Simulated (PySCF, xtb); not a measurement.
C₂H₆BFO₂, SMILES C[C@@H](F)B(O)O.

GFN2-xTB run with xtb 6.7.1 at its own geometry gives an orbital gap of 6.55 eV and a dipole moment of 2.71 D.

The structure is a stationary point at B3LYP-D3(BJ)/def2-SVP. The structure was generated by enumeration; whether it is a known compound was not checked. Other conformers were not sampled.

Q: What does PBE/def2-TZVP (PySCF) give? (Estimate from the structure and the level; the computed values follow.)

A: gap 6.53 eV (levels -6.99 and -0.46 eV), dipole 2.76 D.
